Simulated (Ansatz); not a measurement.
**Cost against result**

Saddle point of Si2NH7OF4, closed shell (Si₂H₃OF₃ ([F][Si]([F])([F])[O][SiH3]) + NH₃ + HF → SiNH₂F₃ ([NH2][Si]([F])([F])[F]) + SiH₄O ([OH][SiH3]) + HF; bonds formed: O2–H9, H7–F10; dative contacts that become bonds: Si1–N8; bonds broken: Si1–O2, H7–N8, H9–F10), PBE0-D4/def2-TZVP structure:

Si1  (-0.694, 0.728, 0.825)
O2  (0.285, -0.054, -0.646)
Si3  (-0.059, 0.035, -2.289)
F4  (-1.964, 0.518, -0.122)
F5  (0.210, 2.018, 0.636)
F6  (-1.531, 1.266, 2.100)
H7  (1.226, -0.796, 1.328)
N8  (0.048, -0.630, 1.759)
H9  (1.210, -0.393, -0.306)
F10  (2.131, -0.875, 0.612)
H11  (-0.510, 1.405, -2.608)
H12  (1.207, -0.292, -2.983)
H13  (-1.105, -0.958, -2.620)
H14  (-0.038, -0.462, 2.756)
H15  (-0.417, -1.511, 1.560)
(Å)

Barriers are electronic and count from the start structure reached by relaxing down the imaginary mode.

Program: Ansatz 0.2.0. Basis: as named in each row. Cores are frozen in the correlated methods. B3LYP uses VWN-RPA correlation. Extrapolation: Hartree–Fock as exp(−7.88 √X), correlation as X^−2.97.

Times are rough, for one single point on 4 threads of a shared host (AMD EPYC 7R13), with one NVIDIA H100 (or a share of it) where marked.

The estimate by CCSD(T) at an estimated basis limit (MP2 extrapolated from triple and quadruple zeta, plus CCSD(T) − MP2 in triple zeta) is 98.7 kJ/mol.

| method | basis | time (s) | barrier (kJ/mol) | method less estimate |
| --- | --- | --- | --- | --- |
| HF | STO-3G | under 1 | 26.9 | -71.8 |
| PBE-D4 | STO-3G | under 1 | -113.9 | -212.6 |
| SPW92 | def2-SVP | under 1 | 34.5 | -64.2 |
| B3LYP-D4 | 6-31G | 1 | 53.2 | -45.5 |
| PBE-D4 | def2-SVP | 1 | 59.5 | -39.1 |
| PBE0-D4 | def2-SVP | 2 | 74.0 | -24.7 |
| PBE-D4 | def2-TZVPP | 5 (H100) | 71.8 | -26.9 |
| RPA on PBE | def2-TZVPP | 6 (H100) | 96.0 | -2.7 |
| B2PLYP | def2-TZVPP | 6 (H100) | 92.3 | -6.4 |
| PBE-QIDH | def2-TZVPP | 6 (H100) | 92.7 | -6.0 |
| wB97M-V | def2-SVP | 6 | 80.6 | -18.1 |
| BLYP-D4 | def2-TZVPP | 6 (H100) | 79.3 | -19.4 |
| r2SCAN-D4 | def2-TZVPP | 7 (H100) | 80.9 | -17.8 |
| r2SCAN0-D4 | def2-TZVPP | 7 (H100) | 89.0 | -9.7 |
| wB97X-V | def2-TZVPP | 7 (H100) | 91.1 | -7.5 |
| B97M-V | def2-TZVPP | 8 (H100) | 99.4 | 0.7 |
| CAM-B3LYP-D4 | def2-TZVPP | 8 (H100) | 86.3 | -12.4 |
| wB97M-V | def2-TZVPP | 8 (H100) | 92.2 | -6.5 |
| B3LYP-D4 | def2-TZVPP | 8 (H100) | 87.4 | -11.3 |
| BHLYP-D4 | def2-TZVPP | 8 (H100) | 101.4 | 2.7 |
| SPW92 | def2-TZVPP | 8 (H100) | 48.2 | -50.5 |
| PBE0-D4 | def2-TZVPP | 8 (H100) | 83.5 | -15.2 |
| CCSD(T) | def2-SVP | 10 (H100) | 98.8 | 0.1 |
| MP2 | def2-QZVPP | 11 (H100) | 94.6 | -4.0 |
| CCSD(T) | def2-TZVPP | 29 (H100) | 98.0 | -0.7 |

All methods are single points on the PBE0-D4 structures; a negative value means that the method puts the saddle structure below the start.

No T1 diagnostic of these runs exceeds 0.012.

Labels in which every atom is bracketed show which atoms are joined, not bond orders.
